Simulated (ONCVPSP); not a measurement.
## Reading a pseudo-wave (zinc (Zn))

Columns: radius, all-electron u(r) and pseudo u(r) of the 3d shell (level -10.42 eV) of zinc in the configuration [Ne] 3s2 3p6 3d10 4s2; LDA (Perdew-Zunger), scalar-relativistic, ONCV scheme, ONCVPSP 4.0.1.

```json
{"r (bohr)": "0.070", "all-electron": "0.0548", "pseudo": "0.0066"}
{"r (bohr)": "0.140", "all-electron": "0.2426", "pseudo": "0.0498"}
{"r (bohr)": "0.210", "all-electron": "0.4799", "pseudo": "0.1532"}
{"r (bohr)": "0.280", "all-electron": "0.6950", "pseudo": "0.3200"}
{"r (bohr)": "0.350", "all-electron": "0.8574", "pseudo": "0.5314"}
{"r (bohr)": "0.420", "all-electron": "0.9624", "pseudo": "0.7542"}
{"r (bohr)": "0.490", "all-electron": "1.0175", "pseudo": "0.9506"}
{"r (bohr)": "0.560", "all-electron": "1.0343", "pseudo": "1.0913"}
{"r (bohr)": "0.630", "all-electron": "1.0237", "pseudo": "1.1610"}
{"r (bohr)": "0.700", "all-electron": "0.9950", "pseudo": "1.1625"}
{"r (bohr)": "0.770", "all-electron": "0.9552", "pseudo": "1.1115"}
{"r (bohr)": "0.840", "all-electron": "0.9090", "pseudo": "1.0297"}
{"r (bohr)": "0.910", "all-electron": "0.8597", "pseudo": "0.9383"}
{"r (bohr)": "0.980", "all-electron": "0.8097", "pseudo": "0.8520"}
{"r (bohr)": "1.050", "all-electron": "0.7602", "pseudo": "0.7783"}
{"r (bohr)": "1.120", "all-electron": "0.7123", "pseudo": "0.7177"}
{"r (bohr)": "1.190", "all-electron": "0.6663", "pseudo": "0.6672"}
{"r (bohr)": "1.260", "all-electron": "0.6228", "pseudo": "0.6228"}
{"r (bohr)": "1.330", "all-electron": "0.5816", "pseudo": "0.5816"}
{"r (bohr)": "1.400", "all-electron": "0.5430", "pseudo": "0.5430"}
{"r (bohr)": "1.470", "all-electron": "0.5068", "pseudo": "0.5068"}
{"r (bohr)": "1.540", "all-electron": "0.4730", "pseudo": "0.4730"}
{"r (bohr)": "1.610", "all-electron": "0.4414", "pseudo": "0.4414"}
{"r (bohr)": "1.680", "all-electron": "0.4120", "pseudo": "0.4120"}
{"r (bohr)": "1.750", "all-electron": "0.3846", "pseudo": "0.3846"}
{"r (bohr)": "1.820", "all-electron": "0.3591", "pseudo": "0.3591"}
```

**Question.** How many radial nodes do the two functions have?

**Answer.** The all-electron 3d function has n − l − 1 = 0; the pseudo-wave has 0.

**Question.** At about which radius was the pseudo-wave matched?

**Answer.** 1.30 bohr, where the columns begin to agree (steps of 0.07 bohr).

**Question.** Is the pseudo-wave norm-conserving?

**Answer.** Yes: the ONCV scheme keeps the norm inside the radius equal to the all-electron one, which fixes the energy derivative of the logarithmic derivative at the level.
